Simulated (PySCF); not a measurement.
Mayer bond orders and bond lengths

C2H9AlO.
Numbering: `[CH3:1][O+:2]([CH3:3])[AlH3-:4]` (hydrogens: H5, H6, H7 on C1; H8, H9, H10 on C3; H11, H12, H13 on Al4)

Cartesian coordinates in Å at the PBE0-D3(BJ)/def2-SVP level; atoms count from 1:
```xyz
13
C2H9AlO angstrom
C     -0.3393    1.4249    0.2084
O     -0.0797    0.0412    0.3869
C     -1.2263   -0.7881    0.2894
Al     1.6872   -0.6932   -0.2096
H     -0.6969    1.6224   -0.8155
H     -1.0925    1.7558    0.9401
H      0.6052    1.9551    0.3808
H     -1.6705   -0.7188   -0.7173
H     -0.8977   -1.8173    0.4792
H     -1.9660   -0.4861    1.0470
H      1.6054   -2.1189    0.5199
H      1.4607   -0.6777   -1.8013
H      2.6322    0.4496    0.4001
```

Bond orders from the PBE0/pcSseg-1 density (PySCF). Isolated species at its PBE0-D3(BJ)/def2-SVP geometry, gas phase.

Q: Where do the orders between heavy atoms depart from those drawn in the SMILES?

A: The largest departure is 0.731, at O2–Al4 (drawn single, 0.269). Drawn single, order below 0.88: C1–O2 (0.837), O2–C3 (0.838) and O2–Al4 (0.269). The SMILES, with its formal charges, is one Lewis structure only.

Q: Give the Mayer order of every bond between heavy atoms, beside its length.

A: 
| bond | drawn as | length (Å) | Mayer order |
| --- | --- | --- | --- |
| C1–O2 | single | 1.419 | 0.837 |
| O2–C3 | single | 1.418 | 0.838 |
| O2–Al4 | single | 2.004 | 0.269 |

Q: And the bonds to hydrogen?

A: C–H: 0.95 to 0.96 (6 bonds); Al–H: 0.86 to 0.89 (3 bonds).

Q: Sum the orders of all bonds at each heavy atom with more than one neighbour and set the sums beside the valence in the SMILES.

A: C1 3.710 (drawn 4), O2 1.944 (drawn 3), C3 3.710 (drawn 4), Al4 2.885 (drawn 4). Orders between atoms that aren't bonded are not in these sums.

The Mayer order sums products of elements of PS (density times overlap matrix) between the two atoms' basis functions, so it depends on the basis set.
